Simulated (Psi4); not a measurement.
Noncovalent pair: H2O (SMILES O) (first 3 atoms) with H2S (SMILES S); geometry from B3LYP-D3(BJ)/def2-TZVP.
(charge 0, multiplicity 1):
```xyz
6

O      0.0663     0.3707    -0.0044
H      0.9296     0.6030    -0.3628
H     -0.2027    -0.4290    -0.4693
S      0.0129     0.0539     3.4709
H     -0.0112     0.2281     2.1337
H     -0.8980     1.0166     3.6825
```

Level of theory: SAPT0/jun-cc-pV(D+d)Z (Psi4).

Q: Which attractive term is largest, and how does the interaction split up?

A: electrostatics -5.34, exchange 5.57, induction -1.53, dispersion -1.19, total -2.49 kcal/mol; the largest attraction is electrostatics.
